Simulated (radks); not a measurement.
The xenon ion Xe3+, configuration [Kr] 4d10 5s2 5p3. All-electron calculation, scalar-relativistic Kohn-Sham, HCTH/407, spin-polarised, spherical densities, finite nucleus; open shells are filled with parallel spins first (spin-orbit coupling, left out, can overturn this in heavy ions); Fermi nuclear charge, rms radius 4.7859 fm. Program: a radial shooting solver on a logarithmic mesh with Libxc functionals. Some entries of the table are withheld. Estimate them.

orbital  occ.  eigenvalue (hartree)  r(max) (bohr)  <1/r> (bohr^-1)
1s up       1             -1264.006        0.01716            58.07
1s down     1             -1264.000        0.01716            58.07
2s up       1             -198.0535        0.09699            13.33
2s down     1             -198.0503        0.09699            13.33
2p up       3             -177.9580        0.07779            12.73
2p down     3             -177.9526        0.07779            12.73
3s up       1             -41.56903         0.2789            4.795
3s down     1             -41.56401         0.2789            4.795
3p up       3             -35.06970         0.2727            4.557
3p down     3             -35.06389         0.2727            4.558
3d up       5             -25.42427         0.2255            4.318
3d down     5             -25.41867         0.2255            4.319
4s up       1              -8.54433         0.6604            1.955
4s down     1              -8.53472         0.6607            1.954
4p up       3              -6.47991         0.6922            1.796
4p down     3              -6.47029         0.6926            1.796
4d up       5              -3.46397         0.7454            1.521
4d down     5              -3.44694         0.7455            1.529
5s up       1              -1.90770          1.588           0.7498
5s down     1              -1.77634          1.562           0.7498
5p up       3              -1.41653            (1)           0.6513

Answer. 
(1) 5p up r(max) (bohr): 1.790
